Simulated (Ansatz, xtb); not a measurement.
# C2H8N2Sn: which of two isomers lies lower

We compare a, `C[N](C)[Sn][NH2]`, a singlet, with b, `CC[NH][Sn][NH2]`, a singlet. Both are isolated molecules in the gas phase, relaxed with PBE0-D4/def2-SVP; the shapes shown needn't be the lowest conformers.

a (Å):

```xyz
13

C    -0.7225   -1.5726    0.3305
C     0.9897   -0.7050   -1.1102
N    -0.3157   -0.5131   -0.5499
N    -0.2231    2.2042   -1.9045
Sn   -1.5636    1.0986   -0.8401
H    -0.0561   -1.6744    1.2126
H    -1.7418   -1.3969    0.7147
H    -0.7275   -2.5594   -0.1773
H     1.1925    0.0267   -1.9065
H     1.8011   -0.6205   -0.3566
H     1.0883   -1.7107   -1.5682
H    -0.4702    3.1068   -2.2962
H     0.7723    2.0309   -2.0005
```

b (Å):

```xyz
13

C     2.9417    0.1569    2.0492
C     2.0639    0.4706    0.8441
N     0.6577    0.5350    1.1480
N    -2.1712    1.2301    1.7653
Sn   -0.5118    2.2104    1.1091
H     4.0077    0.1144    1.7732
H     2.6713   -0.8169    2.4898
H     2.8131    0.9217    2.8310
H     2.2680   -0.2745    0.0481
H     2.3751    1.4416    0.4166
H     0.2796   -0.3529    1.4698
H    -3.0657    1.6916    1.8893
H    -2.2417    0.2414    1.9850
```

Task: Estimate E(b) − E(a) at the level CCSD(T)/def2-SVP + ΔMP2/def2-TZVPP.

Result: Calculated at CCSD(T)/def2-SVP + ΔMP2/def2-TZVPP: E(b) − E(a) = −31.8 kJ/mol, so structure b lies lower.

The same difference at several levels:

```csv
level,geometry,E(b) − E(a) (kJ/mol),departure from the last row (kJ/mol),"job, with rough time for the two"
GFN2-xTB,GFN2-xTB,−11.0,+20.8,"optimisation, 0.32 s"
HF/STO-3G,GFN2-xTB,−24.9,+6.9,"single point, 1.1 s"
r2SCAN-D4/def2-SVP,GFN2-xTB,−28.0,+3.8,"single point, 7.2 s"
PBE0-D4/def2-SVP,PBE0-D4/def2-SVP,−27.2,+4.6,"optimisation, 1.8 min"
HF/def2-SVP,PBE0-D4/def2-SVP,−36.8,−5.0,part of the CCSD(T) run
MP2/def2-SVP,PBE0-D4/def2-SVP,−30.2,+1.6,part of the CCSD(T) run
CCSD(T)/def2-SVP,PBE0-D4/def2-SVP,−28.7,+3.1,single point
CCSD(T)/def2-SVP + ΔMP2/def2-TZVPP,PBE0-D4/def2-SVP,−31.8,,"single point, 1.9 min"
```

As drawn, b has 1 C–C, 1 N–H in place of 1 C–N, 1 C–H.

The levels shown agree on the order. The largest departure from CCSD(T)/def2-SVP + ΔMP2/def2-TZVPP is that of GFN2-xTB, 20.8 kJ/mol. The last row adds to CCSD(T) the change of the MP2 difference between the two basis sets, here −3.1 kJ/mol.

With thermal terms from frequencies at re-optimised GFN2-xTB minima (ideal gas, soft modes damped towards free rotors, one conformer each, 298.15 K, 1 atm): the zero-point term adds +2.2 kJ/mol; ΔH is −29.8 and ΔG −30.8 kJ/mol.

The correlated steps freeze 8 core orbitals; the filled d shell of Sn is correlated, in a basis made for valence electrons. Atoms past krypton carry core potentials in the def2 sets, other sets are all-electron and non-relativistic, and no spin–orbit term is included. Run with Ansatz 0.2.0, xtb 6.7.1; the last row on 2 threads of Arm Neoverse V1 on a shared host.
